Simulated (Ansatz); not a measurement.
Hf₃O₁₁H₁₀⁺, a hydroxylated oxide cluster. Total charge 1; doublet. Geometry r2SCAN-D4/def2-SVP, that of the neutral singlet.

```csv
atom,x (Å),y (Å),z (Å)
Hf1,-1.082,0.719,1.309
Hf2,0.896,1.148,-1.200
Hf3,-0.271,-1.780,-0.559
O4,0.771,-3.200,0.301
O5,-2.808,1.504,1.716
O6,-1.378,-2.727,-1.841
O7,-1.494,-1.402,1.198
O8,1.156,-0.881,-1.924
O9,0.003,2.344,0.379
O10,-0.140,0.726,3.065
O11,0.497,2.035,-2.880
O12,-0.952,0.223,-0.718
O13,2.729,1.709,-0.795
O14,0.955,-0.241,0.631
H15,1.437,-3.584,0.873
H16,-3.688,1.874,1.769
H17,-1.945,-3.214,-2.437
H18,-1.465,-1.996,1.959
H19,1.201,-1.105,-2.862
H20,0.529,2.989,0.869
H21,-0.411,1.030,3.937
H22,0.192,2.469,-3.675
H23,3.578,1.757,-0.355
H24,1.689,-0.395,1.241
```

In the def2 sets Hf takes a core potential; there is no spin–orbit coupling. Single mean-field runs in def2-TZVP are fitted with def2-universal-jkfit. At PBE-D4/def2-TZVP the gap within one spin of the charge 1 doublet nearly closes, so an electron or hole may be smeared out by delocalisation error.

Q: Estimate the α-spin orbital energies around the gap (eV) in Ansatz with PBE-D4/def2-TZVP, PBE0-D4/def2-TZVP, ωB97X-V/def2-TZVP.

A: 
| orbital | PBE-D4/def2-TZVP | PBE0-D4/def2-TZVP | ωB97X-V/def2-TZVP |
| --- | --- | --- | --- |
| HOMO−5 | -11.01 | -12.65 | -14.98 |
| HOMO−4 | -10.98 | -12.59 | -14.96 |
| HOMO−3 | -10.94 | -12.46 | -14.86 |
| HOMO−2 | -10.86 | -12.39 | -14.81 |
| HOMO−1 | -10.78 | -12.37 | -14.66 |
| HOMO | -10.68 | -12.36 | -14.60 |
| LUMO | -4.46 | -3.64 | -1.93 |
| LUMO+1 | -4.36 | -3.57 | -1.71 |
| LUMO+2 | -4.35 | -3.55 | -1.68 |
| LUMO+3 | -4.14 | -3.25 | -1.22 |
| LUMO+4 | -3.98 | -3.12 | -1.18 |
| LUMO+5 | -3.91 | -3.04 | -1.16 |
| β HOMO | -10.57 | -11.81 | -14.44 |
| β LUMO | -10.57 | -10.89 | -9.40 |
